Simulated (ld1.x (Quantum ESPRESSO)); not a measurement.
**Tm: one change to an RRKJ potential, before and after**

ld1.x (Quantum ESPRESSO) 7.5 input, shortened:

```
&input
   title='Tm', zed=69., rel=0, dft='PZ', iswitch=3,
   config='[Xe] 4f12 5d0 6s0 6p0'
 /
 &inputp
   pseudotype=2, tm=.false., lloc=-2, rcloc=2.30,
   nlcc=.false.
 /
3
5S  1  0   2.00   0.00  2.25  2.25  0.0
5P  2  1   6.00   0.00  2.45  2.45  0.0
5D  3  2   0.00   0.00  2.85  2.85  0.0
 &test
   configts(1)='5s2 5p6 5d0 6s0 6p0'
 /
```

All-electron outer shells of the reference configuration (LDA (PZ), non-relativistic, ld1.x):

```json
{"shell": "5s", "level (eV)": "-74.63", "outermost node (bohr)": "0.64", "outermost maximum (bohr)": "1.17"}
{"shell": "5p", "level (eV)": "-54.65", "outermost node (bohr)": "0.66", "outermost maximum (bohr)": "1.27"}
{"shell": "4f", "level (eV)": "-41.01", "outermost node (bohr)": "–", "outermost maximum (bohr)": "0.49"}
{"shell": "5d", "level (eV)": "-25.97", "outermost node (bohr)": "0.71", "outermost maximum (bohr)": "1.68"}
{"shell": "6s", "level (eV)": "-22.30", "outermost node (bohr)": "1.54", "outermost maximum (bohr)": "2.83"}
{"shell": "6p", "level (eV)": "-17.36", "outermost node (bohr)": "1.73", "outermost maximum (bohr)": "3.25"}
```

Change: wave 5s (bound): rc 2.25 bohr becomes 5s (bound): rc 2.40 bohr.

Cutoffs: the cutoffs (Ry, on a coarse ladder) from which the occupation-weighted sum of valence levels, in a spherical-Bessel basis at the reference potential, stays within 10 and 1 mRy of its value at 400 Ry; they do not see the model core or the augmentation charge, which bear on the density cutoff. Errors are all-electron minus pseudo energies relative to the spin-unpolarised reference configuration. Spin-polarised tests are left out, since the open f shell is frozen unpolarised in the core.

Task: How do hardness, ghosts and transferability respond?

Result: The potential gets neither clearly harder nor softer (18 Ry and 21 Ry → 18 Ry and 21 Ry); the p channel sets the loose cutoff, while the largest relative change is in s, which becomes softer; the errors of the 7 common tests hardly move; neither file shows a bound ghost.

| quantity | base | changed |
| --- | --- | --- |
| cutoff, loose | 18 Ry | 18 Ry |
| cutoff, tight | 21 Ry | 21 Ry |
| loose cutoff by channel (10 mRy a level) | s 15 Ry, p 15 Ry | s 8 Ry, p 15 Ry |
| bound ghosts | none | none |
| error for 5s2 5p6 5d1 6s2 6p0, meV [ΔE -39.64 eV] | +803 | +900 |
| error for 5s2 5p6 5d1 6s1 6p0, meV [ΔE -32.95 eV] | +541 | +604 |
| error for 5s2 5p6 5d1 6s0 6p0, meV [ΔE -20.81 eV] | +28 | +29 |
| error for 5s2 5p6 5d1 6s0 6p2, meV [ΔE -34.14 eV] | +46 | +46 |
| error for 5s2 5p6 5d2 6s1 6p0, meV [ΔE -38.22 eV] | +396 | +440 |
| error for 5s2 5p6 5d1 6s1.5 6p0, meV [ΔE -36.95 eV] | +695 | +778 |
| error for 5s1 5p6 5d1 6s2 6p0, meV [ΔE 15.08 eV] | +1425 | +1544 |
| s: phases at 3.11 bohr within 0.05 rad from the reference energy up to (Ry; the scan ends near 5) | -2.4 | -2.5 |
| p: phases at 3.11 bohr within 0.05 rad from the reference energy up to (Ry; the scan ends near 5) | 3.8 | 3.8 |
| d: phases at 3.11 bohr within 0.05 rad from the reference energy up to (Ry; the scan ends near 5) | -0.1 | -0.1 |
